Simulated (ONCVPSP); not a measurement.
# Configuration tests for F (Z = 9) (ONCV)

ONCVPSP 4.0.1 input, shortened (lines: element, Z, core and valence counts, functional; n l f; lmax; l rc ep ncon nbas qcut; lloc lpopt rc5 dvloc0; l nproj debl; icmod fcfact rcfact), PBE, scalar-relativistic:

```
  F 9.00    1    2        4      upf
    1    0    2.00
    2    0    2.00
    2    1    5.00
    2
    0    0.70    0.00    5    9   10.90
    1    1.35    0.00    4    8   12.80
    2    1.05    0.10    5    9    9.40
    4    5    0.45    0.00
    0    2    3.00
    1    2    3.50
    2    2    1.40
    3    5.25    1.55
```

Energies are relative to the spin-unpolarised reference configuration 2s2 2p5; without spin polarisation the order of configurations can differ from experiment.

```tsv
valence configuration	charge	ΔE all-electron (eV)	error AE − PS (meV)
2s2 2p4	+1	19.390	+15
2s2 2p4.5	+0.5	7.543	+2.0
```

Task: What are ΔE and the potential's error for 2s2 2p2?

Result: ΔE = 118.412 eV all-electron; the error (AE − PS) is +487 meV.

Task: What are ΔE and the potential's error for 2s2 2p3?

Result: ΔE = 57.775 eV all-electron; the error (AE − PS) is +123 meV.

Levels in the configuration 2s2 2p2:

| level | all-electron (eV) | pseudo (eV) |
| --- | --- | --- |
| 2s | -91.208 | -91.008 |
| 2p | -72.761 | -72.188 |
